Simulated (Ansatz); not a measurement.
Ansatz (a first-principles code) input (HF/6-31G* with LANL2DZ past Ar): The .json file joins the Basis Set Exchange's 6-31G* for atoms up to Ar and LANL2DZ past it.

Ansatz 0.2 input:
```yaml
crystal:
  periodic: [false, false, false]
  atoms:
    - {symbol: K, position_ang: [0.00000000, 0.00000000, 0.76453262]}
    - {symbol: O, position_ang: [-0.00000000, -0.00000000, -1.50912044]}
    - {symbol: H, position_ang: [-0.00000000, -0.00000000, -2.45315639]}
basis:
  gaussian:
    orbitals: 6-31Gs+LANL2DZ.json
hamiltonian:
  xc: {name: HF}
phonons: {temperatures: {t_min: 298.15, t_max: 298.15, t_step: 100}}
```

**Question.** Which harmonic wavenumbers does it give?

**Answer.** 366, 366, 462, 4127 cm⁻¹ (unscaled; negative means imaginary).
